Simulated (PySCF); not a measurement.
# Excitation energy of Cl²⁺ by level of theory

Cl²⁺ [Ne] 3s2 3p3 (4S) → Cl²⁺ [Ne] 3s1 3p4 (4P), as a difference of total energies. All numbers are calculated (PySCF 2.14, scalar relativity by spin-free X2C-1e, in x2c-TZVPPall with one added diffuse shell each of s, p, d type (6s6p4d1f, 51 functions)). Correlated levels: valence and next inner shell: 1s2 frozen. The calculations carry no spin-orbit coupling.

| method | excitation energy (eV) |
| --- | --- |
| UHF | 13.031 |
| MP2 (valence and next inner shell) | 13.030 |
| SCS-MP2 (valence and next inner shell) | 13.004 |
| CCSD (valence and next inner shell) | 12.503 |
| CCSD(T) (valence and next inner shell) | 12.352 |

Problem. How much does correlation contribute at CCSD(T) (valence and next inner shell)?

Solution. 12.352 − (13.031) = -0.679 eV, measured against UHF.

A first-order spin-orbit estimate (lowest level to lowest level, LS coupling) adds -0.048 eV.

The coupled-cluster amplitudes are large for the upper state (T1 above 0.03 or a double amplitude above 0.15), so a single reference is strained.
